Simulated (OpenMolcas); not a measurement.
Tm2+ with 6 ligands (fluoride) in trigonal prismatic coordination (D3h), a polar angle of 51.1° against the regular 49.1°. A charge of +0.667 e stands 2.6 Å behind each ligand. Ligand basis ANO-RCC-VDZP.

```
Program             : OpenMolcas
Method              : SS-CASPT2, IPEA 0.25 Eh, imaginary shift 0.1 Eh (closed shells correlated: 5s 5p and the ligand valence shells)
Basis               : ANO-RCC-VDZP [7s6p4d2f1g]
Scalar Hamiltonian  : DKH2, point nucleus
Active space        : 13 electrons in 7 orbitals (4f)
State averaging     : 2S+1 = 2 odd, 7 roots
Spin-orbit coupling : RASSI with atomic mean-field integrals over the reference wave functions
```

All ligands move together. At R = 2.28 Å the width of the lowest J multiplet is 875 cm-1, and at R = 2.34 Å it is 757 cm-1.

Task: A third run gives 650 cm-1. What distance was it run at?

Result: With a power law R^-n the two known points give n = -ln(757 / 875) / ln(2.34 / 2.28) = 5.58. Then R = 2.28 × (875 / 650)^(1/5.58) = 2.405 Å. The run was at 2.41 Å, so the estimate is off by -0.005 Å.

Roots that are degenerate in the reference are averaged as groups; the widest CASPT2 spread within a group is 27 cm-1 (the 2-fold group of multiplicity 2 near 135 cm-1 above the lowest state of its run, R = 2.34). Shifts and gaps below about the spread of the groups concerned are not significant. Over all roots computed the reference weight is 0.66 in R = 2.28, 0.66 in R = 2.34, 0.66 in R = 2.41; a low but even weight reflects the number of correlated electrons. Splittings of an f shell from a small cluster at a set distance can be off by tens of per cent, mostly too small. No measured value stands beside these numbers; the geometry is a model, was not optimised and need not be the one that this ion takes.
